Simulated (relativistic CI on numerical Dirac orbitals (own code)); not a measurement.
## d1 to d9 in one octahedral field

Computed with a parametric ligand-field model without spin-orbit coupling, by exact diagonalisation: B = 910, C = 3530, 10Dq = 7400 cm⁻¹ (Oh; |10Dq|/B = 8.1) for every shell. Energies in cm⁻¹; the field energy is (0.6 n_e − 0.4 n_t2) × 10Dq of the ground term; g labels are left out.

| Shell | Ground term | Electrons in e | Field energy | First spin-allowed bands | Lowest term of other spin |
| --- | --- | --- | --- | --- | --- |
| d1 | 2T2 | 0.000 | -2960 | 2E 7400 |  |
| d2 | 3T1 | 0.090 | -5251 | 3T2 6392, 3A2 13792 | 1T2 12963 |
| d3 | 4A2 | 0.000 | -8880 | 4T2 7400, 4T1 12451 | 2E 16502 |
| d4 | 5E | 1.000 | -4440 | 5T2 7400 | 3T1 13139 |
| d5 | 6A1 | 2.000 | 0 | none | 4T1 21637 |
| d6 | ? | ? | ? | ? | ? |
| d7 | 4T1 | 2.090 | -5251 | 4T2 6392, 4A2 13792 | 2E 9638 |
| d8 | 3A2 | 2.000 | -8880 | 3T2 7400, 3T1 12451 | 1E 13731 |
| d9 | 2E | 3.000 | -4440 | 2T2 7400 |  |

Fill in the row of d6.

Ground term: 5T2; Electrons in e: 2.000; Field energy: -2960; First spin-allowed bands: 5E 7400; Lowest term of other spin: 3T1 12488. Every shell keeps the spin of the free ion. Only d4 to d7 can choose; the field needed to pair spins is smallest for d6 and largest for d5, which loses most exchange energy. In the strong-field picture 10Dq must exceed about 6B + 5C = 23110 (d4), 7.5B + 5C = 24475 (d5), 2.5B + 4C = 16395 (d6) and 4B + 4C = 17760 (d7); mixing of terms shifts these bounds somewhat. High-spin d^(n+5) repeats the spin-allowed bands of d^n, since the half-filled shell is spherical.
